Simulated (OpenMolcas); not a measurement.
# Ag2+: effect of the metal basis

Ag2+ with its 6 nearest oxide ions at 2.35 Å, on the Ca site of CaO (a = 4.8105 Å, distance in the model lattice 2.405 Å). The rest of the host is ab initio model potentials to 7.6 Å and point charges beyond; the distance is set by hand and nothing relaxes.

* Program: OpenMolcas
* Method: CASSCF
* Spin-orbit coupling: state interaction with AMFI integrals over the reference wave functions

Fixed: ligand basis ANO-RCC-VDZP, active space 9 electrons in 5 orbitals (4d), DKH2 Hamiltonian.

States (labels of O, the rotations of Oh). Energies in cm-1 above the lowest state or level, χT in cm3 K/mol; 10Dq is the gap between the two states.

| Run | Metal basis | Ground state | First state of that spin | 10Dq | First gap with spin-orbit (degeneracies) | χT at 300 K | Cost |
| --- | --- | --- | --- | --- | --- | --- | --- |
| A | ANO-RCC-VDZP | 2E | 2T2 13687 | 13687 | 12298 (4, 2) | 0.508 | roughly 6 core-seconds |
| B | ANO-RCC-VTZP | 2E | 2T2 12960 | 12960 | 11591 (4, 2) | 0.522 | roughly 19 core-seconds |

Against A, |10Dq| changes by -5.3 % in B.

Costs are those of the RASSCF and RASSI steps.

An orbital doublet at a regular site is open to a Jahn-Teller distortion, which this geometry leaves out. With metal d orbitals alone the field can be off either way by tens of per cent. Ligand-to-metal charge-transfer states are missing. The least metal-like active orbital is 76 % on the metal (Löwdin) and no ligand orbital is active, so the numbers are rough (holds for A). The least metal-like active orbital is 80 % on the metal (Löwdin) and no ligand orbital is active, so the numbers are rough (holds for B). No measured value stands beside these numbers; the geometry was set by hand and not optimised.
